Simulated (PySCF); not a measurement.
Continuum solvent and chemical shifts

Geometry (Å), atoms numbered from 1 in this order:
```xyz
15

F    -1.2448    0.3696    1.3325
C    -1.0195    0.3526   -0.0333
C    -0.4800   -1.0157   -0.4179
C     0.8789   -1.2265    0.2815
Si    1.6233    0.5194    0.4108
C     0.0695    1.3695   -0.3374
F    -0.2505    2.6178    0.1329
H    -1.9751    0.5986   -0.5275
H    -1.2114   -1.7947   -0.1541
H    -0.3650   -1.0475   -1.5142
H     0.7234   -1.6183    1.2984
H     1.5117   -1.9505   -0.2510
H     1.9046    0.9601    1.8058
H     2.8380    0.7372   -0.4308
H     0.1786    1.4247   -1.4373
```

GIAO PBE0/pcSseg-1 in PySCF 2.14 on one PBE0-D3(BJ)/def2-SVP conformer, non-relativistic, equivalent nuclei averaged. Solvents enter as an IEF-PCM continuum (chloroform with ε = 4.7, water with ε = 78.4) around the gas-phase geometry. Shifts are referred to CFCl3, TMS computed in the same medium.

Gas phase, δ in ppm: F1 -210.8, F7 -264.5, C2 95.8, C6 91.6, C3 28.7, C4 4.1, Si5 -37.1, H8 5.02, H15 4.64, H13 4.40, H14 4.11, H9 2.17, H11 1.43, H10 1.08. Dipole moment 3.07 D.

(1) How does each δ change in the continuum?

(2) Which nuclei move most (in ppm), and what does the model miss?

## Answers

(1) 
```
atoms                                                environment  Δδ, chloroform  Δδ, water
   F1                                  fluorine on an sp3 carbon            -3.5       -4.9
   F7                                  fluorine on an sp3 carbon            -3.5       -5.0
   C2                                         sp3 CH bonded to F            +1.8       +2.7
   C6                                  sp3 CH bonded to F and Si            +1.5       +2.3
   C3                                          sp3 CH2 in a ring            +0.4       +0.5
   C4                                       sp3 CH2 bonded to Si            +0.7       +1.0
  Si5           silicon bonded to 2 C, 2 H, in a 5-membered ring            +0.2       +0.2
   H8                          hydrogen on an sp3 CH bonded to F           +0.16      +0.23
  H15                   hydrogen on an sp3 CH bonded to F and Si           +0.29      +0.44
  H13  hydrogen on a silicon bonded to 2 C, in a 5-membered ring           -0.10      -0.18
  H14  hydrogen on a silicon bonded to 2 C, in a 5-membered ring           -0.02      -0.03
   H9                           hydrogen on an sp3 CH2 in a ring           +0.05      +0.05
  H11                        hydrogen on an sp3 CH2 bonded to Si           +0.01      -0.02
  H10                           hydrogen on an sp3 CH2 in a ring           +0.23      +0.36
```

Changes are relative to the gas phase. The dipole moment becomes 3.69 D in chloroform, 4.00 D in water.

(2) F1 (fluorine on an sp3 carbon, -4.9 ppm) and F7 (fluorine on an sp3 carbon, -5.0 ppm) in water. A continuum only polarises the solute; specific hydrogen bonds, the anisotropy of aromatic solvents and changes of geometry or conformer are outside it.
